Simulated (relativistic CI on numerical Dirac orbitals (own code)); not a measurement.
**How well does a small relativistic CI reproduce La IV?**

Calculated at this level of theory: Dirac-Coulomb-Breit CI, orbitals from a KLI potential per configuration, model QED (radiative potential, 1s self-energy scaled to tabulated hydrogen-like ionisation energies), valence Slater integrals scaled by 0.85, P86 correlation estimate, and configurations built on the next ion tied to the tabulated ionisation energy (semi-empirical) (own radial code, finite nucleus).

Configurations in the expansion (outside the closed core [Kr] 4d10): 5s2 5p6, 5s2 5p5 5d, 5s2 5p5 6s, 5s2 5p5 6p, 5s2 5p5 6d, 5s2 5p5 7s, 5s2 5p5 5f, 5s2 5p5 6f, 5s2 5p4 4f2, 5s2 5p4 5d2, 5s2 5p5 4f, 5s 5p6 5d, 5s2 5p4 4f 5d, 5s 5p6 5f, 5s2 5p4 5f2, 5p6 4f2, 5s2 5p5 7p, 5p6 5d2, 5s 5p6 4f, 5s2 5p5 7d, 5s2 5p5 5g, 5s2 5p4 4f 5f, 5s2 5p5 7f, 5s2 5p4 4f 6s. Levels of other configurations are missing.

```
Configuration  Term (tabulated)  J  Measured (cm⁻¹)  Computed  Error  Purity (%)
      5s2 5p6                1S  0              0.0         0      0          97
   5s2 5p5 4f            2[3/2]  1         143354.7    144624   1269          98
   5s2 5p5 4f            2[3/2]  2         145949.0    147227   1278          91
   5s2 5p5 5d           2[1/2]°  0         156100.3    154282  -1818          99
   5s2 5p5 5d           2[1/2]°  1         158412.6    156561  -1851          92
   5s2 5p5 4f            2[5/2]  2         160486.4    161975   1488          53
   5s2 5p5 5d           2[3/2]°  2         162867.6    160940  -1928          76
   5s2 5p5 5d           2[7/2]°  4         163693.3    161453  -2240          99
   5s2 5p5 5d           2[7/2]°  3         165070.7    163187  -1884          74
   5s2 5p5 5d           2[5/2]°  2         167921.7    166369  -1553          43
   5s2 5p5 5d           2[5/2]°  3         173335.5    171505  -1831          61
   5s2 5p5 4f            2[5/2]  2         175013.8    179149   4135          53
   5s2 5p5 5d           2[3/2]°  1         181155.0    179967  -1188          88
   5s2 5p5 5d           2[5/2]°  2         184885.7    183623  -1263          53
   5s2 5p5 5d           2[3/2]°  2         188393.2    186985  -1408          53
   5s2 5p5 5d           2[5/2]°  3         190831.7    189213  -1618          45
   5s2 5p5 6s           2[3/2]°  2         198303.1    200743   2439          98
   5s2 5p5 6s           2[3/2]°  1         200183.3    202864   2681          58
   5s2 5p5 5d           2[3/2]°  1         215919.2    219539   3619          87
   5s2 5p5 6s           2[1/2]°  0         219336.9    222228   2891          99
   5s2 5p5 6s           2[1/2]°  1         220506.9    223468   2961          58
   5s2 5p5 6p            2[1/2]  1         231008.7    233198   2189          72
   5s2 5p5 6p            2[5/2]  2         233401.5    235752   2351          54
   5s2 5p5 6p            2[5/2]  3         236790.4    238715   1925         100
   5s2 5p5 6p            2[3/2]  1         237727.3    240079   2352          56
   5s2 5p5 6p            2[3/2]  2         239654.3    241705   2051          70
   5s2 5p5 6p            2[1/2]  0         244301.8    246236   1934          53
   5s2 5p5 6p            2[3/2]  1         254251.3    257256   3005          70
   5s2 5p5 6p            2[1/2]  1         259085.9    261739   2653          59
   5s2 5p5 6p            2[3/2]  2         259224.3    261774   2549          45
   5s2 5p5 6p            2[1/2]  0         260449.8    263133   2684          52
   5s2 5p5 6d           2[1/2]°  0         284205.8    284967    761          99
   5s2 5p5 6d           2[1/2]°  1         284981.9    285761    779          83
   5s2 5p5 6d           2[7/2]°  4         285856.4    286607    751          99
   5s2 5p5 6d           2[3/2]°  2         286298.2    287049    751          53
   5s2 5p5 6d           2[5/2]°  2         287402.6    288049    647          55
   5s2 5p5 6d           2[3/2]°  1         290596.2    293176   2580          45
   5s2 5p5 7s           2[3/2]°  2         292080.3    292847    767          99
   5s2 5p5 7s           2[3/2]°  1         292777.8    293652    874          64
   5s2 5p5 6d           2[5/2]°  2         307183.0    308838   1655          69
   5s2 5p5 6d           2[3/2]°  2         307398.4    309417   2019          40
   5s2 5p5 6d           2[3/2]°  1         310049.8    312505   2455          36
   5s2 5p5 7s           2[1/2]°  0         313512.4    314809   1296          99
   5s2 5p5 7s           2[1/2]°  1         313917.0    315223   1306          64
```

Measured levels from Martin, Zalubas and Hagan, Atomic Energy Levels: The Rare-Earth Elements, NSRDS-NBS 60 (1978); pairs were made by configuration, J and term (by order where the table uses no LS term), so strongly mixed levels may be paired wrongly.

Mean error by configuration (cm⁻¹): 5s2 5p5 4f 2043; 5s2 5p5 5d -1247; 5s2 5p5 6s 2743; 5s2 5p5 6p 2369; 5s2 5p5 6d 1378; 5s2 5p5 7s 1061. Over the excited levels the mean absolute error is 1899 cm⁻¹ (43 of the 47 excited levels that our extract of the source holds in range could be paired, and the others can miss by more), and the median relative error of those above 1,000 cm⁻¹ is 0.89 %.
